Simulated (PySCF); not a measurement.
Predicted microwave data (CAM-B3LYP/def2-SVPD in PySCF (dipole) on a GFN2-xTB geometry, gas phase) for one isomer of C2H10N2Si2:

```
Rotational constants : A = 4325, B = 1739, C = 1392 MHz
Dipole components    : |μa| = 0.36 D, |μb| = 0.26 D, |μc| = 0.03 D
Inertial defect      : -44.41 u·Å²
κ                    : -0.76
```

Task: Which candidate fits, each taken in the one conformer that was computed?
A. `[CH3:1][Si@@H:2]1[NH:3][CH2:4][SiH2:5][NH:6]1` with C1–Si2–N3–C4 -143°, Si2–N3–C4–Si5 25°, N3–C4–Si5–N6 -13°, C4–Si5–N6–Si2 -1°
B. `[CH2:1]=[N:2][Si@H:3]([NH2:4])[CH2:5][SiH3:6]` with C1–N2–Si3–N4 -130°, N2–Si3–N4–H -73° and 62°, N2–Si3–C5–Si6 -74°

Result: A. It is C[Si@@H]1NC[SiH2]N1, an asymmetric top, point group C1. The candidates at the same level (rigid rotor, commonest isotopes):

| SMILES | A (MHz) | B (MHz) | C (MHz) | μa (D) | μb (D) | μc (D) | Δ (u·Å²) | point group | rotor |
| --- | --- | --- | --- | --- | --- | --- | --- | --- | --- |
| C[Si@@H]1NC[SiH2]N1 | 4325 | 1739 | 1392 | 0.36 | 0.26 | 0.03 | -44.41 | C1 | asymmetric top |
| C=N[Si@H](N)C[SiH3] | 2828 | 1494 | 1058 | 0.97 | 0.66 | 0.09 | -39.32 | C1 | asymmetric top |

`C=N[Si@H](N)C[SiH3]` has A 35 % too low. No structure here is proved a minimum.
